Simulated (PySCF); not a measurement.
Problem. Write Cartesian coordinates for InChI=1S/C6H10F/c1-5-2-3-6(7)4-5/h6H,2-4H2,1H3/q+1/t6-/m1/s1 as optimised with GFN2-xTB. (Charge +1.)

Solution. 
```
atom  x, y, z in Å
C1     2.0015   -0.8301    0.2815
C2     0.6951   -0.2795    0.0163
C3    -0.4837   -1.0559   -0.3211
C4    -1.6145   -0.0538   -0.5774
C5    -1.1698    1.1880    0.1965
F6    -1.5134    1.0538    1.5180
C7     0.3671    1.1396    0.1124
H8     2.1376   -0.8645    1.3721
H9     2.8032   -0.1738   -0.0637
H10    2.1296   -1.8436   -0.0932
H11   -0.3179   -1.7821   -1.1224
H12   -0.7176   -1.6793    0.5570
H13   -2.5811   -0.4076   -0.2259
H14   -1.6959    0.1776   -1.6387
H15   -1.6115    2.1251   -0.1486
H16    0.6992    1.6375   -0.8080
H17    0.8652    1.6606    0.9350
```

Orientation and origin are arbitrary. Atoms count from 1 in this order. C2 (formal carbocation centre) is planar (angles 125.0°, 124.2° and 110.7°, sum 359.9°, 0.02 Å off the plane of its three neighbours). The C–C distances run from 1.442 Å (C1–C2, drawn single) to 1.540 Å (C5–C7, drawn single), a spread of 0.098 Å. The 5-membered ring C2–C3–C4–C5–C7 has internal angles of 103.4° to 110.7° (sum 530°, against 540° for a flat polygon); it is puckered, 0.14 Å rms from its mean plane, widest ring torsion 32°.

Bonds between heavy atoms (Å): C1–C2 1.442, C2–C3 1.451, C3–C4 1.533, C4–C5 1.529, C5–F6 1.372, C5–C7 1.540, C2–C7 1.460.

The geometry is computed with GFN2-xTB (gas phase).

Point group: C1 (no symmetry element, even within 0.4 Å). Whether it is a minimum is left open (no frequencies). Torsions: C1–C2–C3–C4 -177°, C2–C3–C4–C5 -23°, C3–C4–C5–F6 -83°, C4–C5–C7–C2 -29°.

One conformer stands for the species.
